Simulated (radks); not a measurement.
The numbers below are computed, except where a source is named.
Question: The mean radii <r> (bohr) of the occupied orbitals of an atom or ion are listed with their occupations. Code: a radial shooting solver on a logarithmic mesh with Libxc functionals. Model: Dirac Kohn-Sham, exchange-only PBE, spin-unpolarised, spherical densities, finite nucleus; Fermi nuclear charge, rms radius of each element as measured or else 0.836 A^(1/3) + 0.57 fm.

orbital  occ.      <r>
1s1/2       2  0.01605
2s1/2       2  0.06621
2p1/2       2  0.05425
2p3/2       4  0.06288
3s1/2       2   0.1616
3p1/2       2   0.1511
3p3/2       1   0.1641

Name the element and its charge. Open shells, if any, fill j = l - 1/2 first.

Answer: Z = 82, lead, charge +67: Pb67+ in [Ne] 3s2 3p3. The 1s radius gives Z: for a bare nucleus <r> = (2 gamma + 1)/(2Z) with gamma = sqrt(1 - (Z/c)^2), 0.01587 bohr for Z = 82, and screening makes it slightly larger (0.01605 here). The occupations add up to 15, and the charge is Z minus that.
